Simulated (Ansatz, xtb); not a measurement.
## Isomers of FH6NOSi2 in order of energy

4 gas-phase structures of FH6NOSi2, found in a search over its isomers (lower ones may exist). Each was relaxed with GFN2-xTB; where two conformers were screened, the lower at r2SCAN-D4/def2-SVP is listed:

A. `N[Si@H](F)O[SiH3]`, a singlet
B. `O[SiH2]N[SiH2]F`, a singlet
C. `N[SiH2]O[SiH2]F`, a singlet
D. `O[Si@H](F)N[SiH3]`, a singlet

Task: Which do you expect lowest at r2SCAN-D4/def2-SVP, and how would the others follow?

Result: Calculated order at r2SCAN-D4/def2-SVP: A (0.000), C (0.077), D (0.424), B (0.704) eV.

Energies above the lowest of each column, in eV; the last columns are at PBE0-D3(BJ)/def2-SVP geometries and were run for some of them only (a dash: not run or not comparable):

```csv
structure,GFN2-xTB,HF/STO-3G,r2SCAN-D4/def2-SVP,PBE0-D3(BJ)/def2-SVP,CCSD(T)/def2-SVP + ΔMP2/def2-TZVPP
A,0.105,0.000,0.000,0.000,0.000
C,0.000,0.123,0.077,0.071,0.058
D,0.872,0.074,0.424,0.424,–
B,0.725,0.361,0.704,–,–
```

CCSD(T)/def2-SVP + ΔMP2/def2-TZVPP puts A lowest of those it was run on; GFN2-xTB picks C. Flexible structures stand in one conformer each, not always the lowest. Frequencies (PBE0-D3(BJ)/def2-SVP) were run for A, C alone. ΔMP2 is the change of the MP2 energy from the smaller to the larger basis.

Over these structures GFN2-xTB departs from r2SCAN-D4/def2-SVP by 0.162 eV on average once a common shift is removed. A GFN2-xTB relaxation took about 0.15 s and the r2SCAN-D4/def2-SVP energy about 2.4 s on a shared host (Ansatz 0.2.0, xtb 6.7.1).
